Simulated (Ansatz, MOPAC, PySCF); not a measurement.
System: SbF3, net charge 0, singlet state. SMILES: [F][Sb]([F])[F]
Geometry from a B3LYP-D3(BJ)/def2-TZVP (Ansatz, a first-principles code) optimisation:
```
Sb
F 1 1.9022
F 1 1.9022 2 95.00
F 1 1.9022 2 95.00 3 -95.48
```
Charge 0, spin multiplicity 1.

Unscaled harmonic wavenumbers (cm⁻¹) in rising order, each level at the stationary point that it reaches from this structure (no distance between atoms moves by over 0.3 Å); the order of modes can differ between levels, and a negative number is imaginary. B3LYP-D3(BJ)/def2-TZVP (PySCF, at the structure above): 193, 193, 239, 623, 623, 647.

PM6 (MOPAC): 153, 153, 189, 576, 584, 584. Zero-point energy 3.2 against 3.6 kcal/mol; where all levels lie over 400 cm⁻¹, the wavenumbers are on average 0.921 times those of B3LYP-D3(BJ)/def2-TZVP.

HF/6-31G* with LANL2DZ past Ar (Ansatz): 225, 225, 297, 695, 695, 726. Zero-point energy 4.1 against 3.6 kcal/mol; where all levels lie over 400 cm⁻¹, the wavenumbers are on average 1.118 times those of B3LYP-D3(BJ)/def2-TZVP.

B3LYP/6-31G* with LANL2DZ past Ar (Ansatz): 190, 190, 252, 630, 630, 648. Zero-point energy 3.6 against 3.6 kcal/mol; where all levels lie over 400 cm⁻¹, the wavenumbers are on average 1.007 times those of B3LYP-D3(BJ)/def2-TZVP.
